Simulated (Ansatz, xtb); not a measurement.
## CHPSn: which of two structures lies lower

Structure I is `P#[C][SnH]`, a singlet and structure II is a singlet given by its coordinates. Both are isolated molecules in the gas phase, relaxed with r2SCAN-D4/def2-SVP.

I (Å):

```xyz
4

C     0.4197    0.3828    2.2296
P     0.9292    1.7122    2.8907
Sn   -0.5090   -1.3128    1.2908
H     0.9776   -2.2788    1.4726
```

II (Å):

```csv
atom,x (Å),y (Å),z (Å)
C,0.2561,-0.3715,2.3818
P,-0.2360,-0.7145,0.8013
Sn,2.1272,0.0391,1.4054
H,-0.2758,-0.4009,3.3423
```

Close contacts (Å): C1–P2 1.69, C1–Sn3 2.15, P2–Sn3 2.55, C1–H4 1.10.

**Question.** Which of the two would you expect CCSD(T)/def2-TZVPP electronic energies to favour?

**Answer.** Structure II; the calculation gives E(II) − E(I) = −22.4 kcal/mol.

Level by level:

```json
{"level": "GFN2-xTB", "geometry": "GFN2-xTB", "E(II) − E(I) (kcal/mol)": "−12.1", "departure from the last row (kcal/mol)": "+10.3", "job, with rough time for the two": "optimisation, 0.45 s"}
{"level": "HF/STO-3G", "geometry": "GFN2-xTB", "E(II) − E(I) (kcal/mol)": "−24.9", "departure from the last row (kcal/mol)": "−2.5", "job, with rough time for the two": "single point, 3 s"}
{"level": "r2SCAN-D4/def2-SVP//GFN2-xTB", "geometry": "GFN2-xTB", "E(II) − E(I) (kcal/mol)": "−24.9", "departure from the last row (kcal/mol)": "−2.5", "job, with rough time for the two": "single point, 5.4 s"}
{"level": "r2SCAN-D4/def2-SVP", "geometry": "r2SCAN-D4/def2-SVP", "E(II) − E(I) (kcal/mol)": "−26.0", "departure from the last row (kcal/mol)": "−3.6", "job, with rough time for the two": "optimisation, 50 s"}
{"level": "HF/def2-TZVPP", "geometry": "r2SCAN-D4/def2-SVP", "E(II) − E(I) (kcal/mol)": "−19.2", "departure from the last row (kcal/mol)": "+3.1", "job, with rough time for the two": "part of the CCSD(T) run"}
{"level": "MP2/def2-TZVPP", "geometry": "r2SCAN-D4/def2-SVP", "E(II) − E(I) (kcal/mol)": "−24.4", "departure from the last row (kcal/mol)": "−2.0", "job, with rough time for the two": "part of the CCSD(T) run"}
{"level": "CCSD(T)/def2-TZVPP", "geometry": "r2SCAN-D4/def2-SVP", "E(II) − E(I) (kcal/mol)": "−22.4", "departure from the last row (kcal/mol)": "", "job, with rough time for the two": "single point, 1.9 min"}
```

The levels shown agree on the order. The largest departure from CCSD(T)/def2-TZVPP is that of GFN2-xTB, 10.3 kcal/mol.

With harmonic frequencies from r2SCAN-D4/def2-SVP (ideal gas, rigid rotor, one conformer each, 298.15 K, 1 atm): on the last row, ΔE + ΔZPE = −19.1, ΔH = −19.8, ΔG = −18.6 kcal/mol.

The correlated steps freeze 10 core orbitals; the filled d shell of Sn is correlated, in a basis made for valence electrons. Atoms past krypton carry core potentials in the def2 sets, other sets are all-electron and non-relativistic, and no spin–orbit term is included. Codes used: Ansatz 0.2.0, xtb 6.7.1; the last row on 1 thread of Intel(R) Xeon(R) Processor @ 2.50GHz (Skylake/Cascade Lake) on a shared host.
